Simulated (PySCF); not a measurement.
**Structure from 2D NMR**

Compound of formula C9H5ClO. Correlations simulated from computed shifts and the bond graph:

HSQC (one-bond C–H):
```
  δH     δC
8.85  142.5
8.03  142.2
7.87  140.4
7.73  133.3
3.59  101.8
```

COSY cross peaks (H two or three bonds apart, from the bond graph; peaks can be absent where the dihedral angle is near 90°):
```
  δH    δH
8.85  7.73
8.03  7.87
7.87  7.73
```

HMBC (two and three bonds, from the bond graph):
```
  δH                                 δC
8.85  173.5, 140.4, 137.0, 133.3, 132.0
8.03   140.4, 137.0, 133.3, 132.0, 87.1
7.87         142.5, 142.2, 133.3, 132.0
7.73         142.5, 142.2, 140.4, 137.0
3.59                        132.0, 87.1
```

Carbons without hydrogens: δ 173.5, 137.0, 132.0, 87.1.

Computed data (PySCF): coordinates at the GFN2-xTB level, shieldings: GIAO PBE0/pcSseg-1. Non-relativistic, isolated molecule, a single conformation.

δ = σ(ref) − σ, references computed at the same level: TMS for 1H, 13C.

Exchangeable hydrogens are left out of these lists.

Question: Which molecule is this?

Answer: SMILES C#Cc1ccccc1C(=O)Cl.

Atom-mapped SMILES (the numbers label the heavy atoms): `[CH:1]#[C:2][c:3]1[cH:4][cH:5][cH:6][cH:7][c:8]1[C:9](=[O:10])[Cl:11]`. Each H is labelled by its parent atom.

1. δC 173.5 is C9, a carbonyl carbon.
2. δC 142.5 is C7, an aromatic CH (δH 8.85).
3. δC 142.2 is C4, an aromatic CH (δH 8.03).
4. δC 140.4 is C5, an aromatic CH (δH 7.87).
5. δC 137.0 is C8, a substituted aromatic carbon.
6. δC 133.3 is C6, an aromatic CH (δH 7.73).
7. δC 132.0 is C3, a substituted aromatic carbon.
8. δC 101.8 is C1, a terminal alkyne carbon (δH 3.59).
9. δC 87.1 is C2, an alkyne carbon.
10. HMBC from δH 8.85 reaches the proton-free carbons C9, C8, C3.
11. HMBC from δH 8.03 reaches the proton-free carbons C8, C3, C2.
12. HMBC from δH 7.87 reaches the proton-free carbon C3.
13. HMBC from δH 7.73 reaches the proton-free carbon C8.
14. COSY links 8.85–7.73, 8.03–7.87, 7.87–7.73.

This is the structure that produced the data.

Carbons that carry Cl, above all several Cl atoms, come out too deshielded, partly because spin–orbit coupling is missing. Shifts are as computed. Against solution values, carbons near 30 ppm lie about +3 ppm off and those near 130 ppm about +5 ppm; carbons on Cl a further +6 ppm. Of 1211 compounds with measured shifts, 218 miss one by over three times the rms of a fit or turn the order of signals round; such compounds aren't used in these exercises.
